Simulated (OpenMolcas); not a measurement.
# Pt2+: moving or changing the point charges

Pt2+ among 6 point charges of -1.5 e arranged as a tetragonal octahedron (D4h), 2.17 Å from the ion, with the axial distance 2.279 Å.

```json
{
 "Program": "OpenMolcas 26.06",
 "Method": "CASSCF",
 "Basis": "ANO-RCC-VTZP [8s7p5d3f1g]",
 "Scalar Hamiltonian": "DKH2, point nucleus",
 "Active space": "8 electrons in 5 orbitals (5d)",
 "State averaging": "2S+1 = 3 even, 10 roots; 2S+1 = 1 even, 15 roots",
 "Spin-orbit coupling": "RASSI with atomic mean-field integrals over the reference wave functions"
}
```

Runs around this geometry, states (labels of D4, the rotations of D4h). Energies in cm-1 above the lowest state or level, χT in cm3 K/mol.

| R (Å) | q (e) | Axial / equatorial distance | Ground state | First state of that spin | First gap with spin-orbit (degeneracies) | χT at 300 K | First state of another spin |
| --- | --- | --- | --- | --- | --- | --- | --- |
| 2.17 | -1.5 | 0.97 | 3B1 | 3B2 6634 | 4.2 (1, 2) | 2.475 | 1A1 13068 |
| 2.17 | -1.2 | 1.05 | 3B1 | 3E 4654 | 12.5 (2, 1) | 2.614 | 1B1 12898 |
| 2.17 | -1.5 | 1.05 | 3B1 | 3E 5808 | 6.5 (2, 1) | 2.530 | 1B1 12980 |
| 2.28 | -1.5 | 1.05 | 3B1 | 3E 4592 | 19.1 (2, 1) | 2.616 | 1B1 12874 |

Taking the first state of the same spin as R^-n, n = -ln(4592 / 5808) / ln(2.28 / 2.17) = 4.8 between the shortest and longest distance.

Scaling the charges by -1.2 / -1.5 = 0.80 scales the first state of the same spin by 4654 / 5808 = 0.80; with fixed orbitals a first-order splitting would follow the charge.

Without dynamic correlation the repulsion within the d shell is too large (B by tens of per cent), so at a given field states of lower spin stand too high. Real 4d8 and 5d8 ions are as a rule square planar and diamagnetic. Point charges give a weaker field than real ligands, and real ions of this kind are as a rule low spin; the high spin found here belongs to the model. Spin-orbit coupling mixes the spin-free states strongly: the lowest level takes only 64 % from its leading state, 3B1 (figures for R = 2.17, q = -1.2, ratio = 1.05; the like holds for R = 2.17, q = -1.5, ratio = 1.05, R = 2.28, q = -1.5, ratio = 1.05). This is an electrostatic model: the charges have no orbitals. No measured value stands beside these numbers.
